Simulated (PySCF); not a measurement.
**Distorted geometries of [TaH4]+**

[TaH4]+ (singlet; a saddle point, relaxed within its symmetry). PySCF 2.14.0, RKS PBE0, Ta def2-SVP with ECP60, H def2-SVP; non-relativistic Hamiltonian with scalar-relativistic core potentials where named; density fitting; no spin-orbit coupling. Relaxed geometry:

```xyz
5

Ta    0.1303    0.8102    0.0000
H     1.2381   -1.3701    0.0000
H    -0.6200    2.3673    0.0000
H    -1.2189   -0.2545    0.0000
H     0.4764   -1.5227    0.0000
```

**Question.** Order these distorted geometries by energy above the relaxed one, lowest first.
A.
```xyz
5

Ta    0.0141    0.8955   -0.1122
H     1.1738   -1.4102   -0.0564
H    -0.6231    2.4319   -0.0414
H    -1.0218   -0.3371    0.0625
H     0.4628   -1.5499    0.1476
```
B.
```xyz
5

Ta    0.0655    0.7454   -0.1231
H     1.4207   -1.6553    0.0632
H    -0.7228    2.3605    0.0451
H    -1.1317    0.1071   -0.0787
H     0.3742   -1.5276    0.0934
```
C.
```xyz
5

Ta    0.3699    0.6795    0.1433
H     1.0449   -1.4388   -0.0797
H    -0.5694    2.4209   -0.0874
H    -1.2789   -0.3699   -0.1462
H     0.4394   -1.2614    0.1701
```

**Answer.** A (0.21 eV), C (1.06 eV), B (2.54 eV).

**Question.** Which forces (eV/Å) act in the one that lies 2.54 eV up?

**Answer.** 
```
Ta   10.09   6.41  -0.42
H    -4.06   0.74   0.17
H     0.49  -0.80  -0.02
H   -10.29  -5.88   0.43
H     3.77  -0.47  -0.15
```
Forces carry noise of the integration grid, about 0.01 to 0.03 eV/Å.

On relaxing from the template, bonds within or between ligands changed, so the formula names the start rather than the bonding at the end. The relaxed state isn't the lowest spin state tried at its geometry.
